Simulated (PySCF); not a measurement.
A GIAO shielding run with PySCF 2.14 (density fitting, non-relativistic, gas phase) on `InChI=1S/C3H15N3SSi2/c1-6(2)9(4,7)5-8-3/h5,7H,4,8H2,1-3H3/t9-/m0/s1`:

```
$ OMP_NUM_THREADS=1 python probes_run.py task.json out

{"job": {"kind": "nmr", "xc": "PBE0", "basis": "pcSseg-1"}, "charge": 0, "multiplicity": 1}
C      2.390742     0.764763     1.550810
Si     2.099336    -0.725162     0.414653
N      1.214486    -0.280431    -1.015899
Si    -0.352307     0.454457    -1.101065
N     -0.779927     0.365842    -2.771060
S     -0.308744     2.566719    -0.649132
N     -1.493923    -0.209659    -0.001871
C     -1.870560    -1.594066    -0.146947
C     -1.616192     0.247957     1.361278
H      3.056953     1.488935     1.088854
H      2.833004     0.468723     2.497708
H      1.458049     1.280295     1.764325
H      1.309407    -1.748366     1.115598
H      3.355444    -1.289708    -0.089144
H      1.748908    -0.241799    -1.867712
H     -0.738816    -0.534511    -3.217897
H     -1.611802     0.852093    -3.064003
H      0.187844     2.915915    -1.822458
H     -2.897944    -1.733701     0.199821
H     -1.810003    -1.881230    -1.193079
H     -1.216016    -2.256460     0.431534
H     -2.647236     0.112610     1.698740
H     -1.368187     1.304683     1.417006
H     -0.954250    -0.308136     2.035961
```

Hardware: 1 thread of an Arm Neoverse N1, shared host. The job also computes population analyses, field gradients.

**Question.** How large is the calculation?

**Answer.** 98 electrons, 249 basis functions and 1350 auxiliary functions.

**Question.** How long does it take, and how much memory does it need?

**Answer.** 2.1 min of wall time, with 14 SCF cycles and 4 response iterations; peak memory 1.1 GiB. Times on a shared host scatter by some tens of per cent.
